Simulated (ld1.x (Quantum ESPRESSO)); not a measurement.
## Configuration tests for bromine (Br) (TM)

```json
{
  "Element": "Br",
  "Generator": "ld1.x (Quantum ESPRESSO) 7.5",
  "Type": "norm-conserving Troullier–Martins (Kleinman–Bylander form)",
  "Functional": "revPBE",
  "Relativity": "fully relativistic",
  "Frozen core": "[Ar] 3d10",
  "Valence charge": "7",
  "Reference configuration": "4s2 4p4 (charge +1)",
  "Partial waves": "4p (bound): rc 1.70 bohr; 4s (bound): rc 1.35 bohr",
  "Local potential": "the s channel",
  "Core correction": "Bessel-smoothed model core, default radius (core density twice the valence density)"
}
```

Open shells are filled in proportion to 2j + 1 (rel_dist='average').

Energies are relative to the spin-unpolarised reference configuration 4s2 4p4; without spin polarisation the order of configurations can differ from experiment.

```json
{"valence configuration": "4s2 4p5", "charge": "0", "ΔE all-electron (eV)": "-12.522", "error AE − PS (meV)": "+3.3"}
{"valence configuration": "4s2 4p2", "charge": "+3", "ΔE all-electron (eV)": "56.668", "error AE − PS (meV)": "+9.2"}
{"valence configuration": "4s1 4p6", "charge": "0", "ΔE all-electron (eV)": "-0.182", "error AE − PS (meV)": "-4.2"}
{"valence configuration": "4s2 4p4.5", "charge": "+0.5", "ΔE all-electron (eV)": "-7.463", "error AE − PS (meV)": "+1.0"}
{"valence configuration": "4s2 4p1", "charge": "+4", "ΔE all-electron (eV)": "102.623", "error AE − PS (meV)": "-7.9"}
{"valence configuration": "4s2 4p5.3", "charge": "-0.3", "ΔE all-electron (eV)": "-14.475", "error AE − PS (meV)": "+5.0"}
```

Problem. What are ΔE and the potential's error for 4s2 4p3?

Solution. ΔE = 22.728 eV all-electron; the error (AE − PS) is +3.6 meV.

Levels in the configuration 4s2 4p5:

```tsv
level	all-electron (eV)	pseudo (eV)
4s j=1/2	-20.070	-20.078
4p j=1/2	-8.153	-8.160
4p j=3/2	-7.660	-7.664
```
